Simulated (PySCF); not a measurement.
**Ionisation energy of S⁺ by level of theory**

S⁺ [Ne] 3s2 3p3 (4S) → S²⁺ [Ne] 3s2 3p2 (3P), as a difference of total energies. Calculation: PySCF 2.14, in def2-TZVPPD; the non-relativistic Hamiltonian (point nucleus). Correlated levels: valence: [Ne] frozen. The calculations carry no spin-orbit coupling.

| method | ionisation energy (eV) |
| --- | --- |
| UHF | 22.716 |
| MP2 (valence) | 23.333 |
| SCS-MP2 (valence) | 23.145 |
| CCSD (valence) | 23.264 |
| CCSD(T) (valence) | 23.303 |

A first-order spin-orbit estimate (lowest level to lowest level, LS coupling) adds -0.063 eV.

Errors of the correlated levels include the incompleteness of this basis and the frozen core.

Q: Which method comes closest to the reference value, and which is furthest?

A: The reference is 23.338 eV (measured; NIST Atomic Spectra Database, ionization energies). Closest: MP2 (valence) (error -0.068 eV); furthest: UHF (error -0.685 eV), both after the spin-orbit estimate.
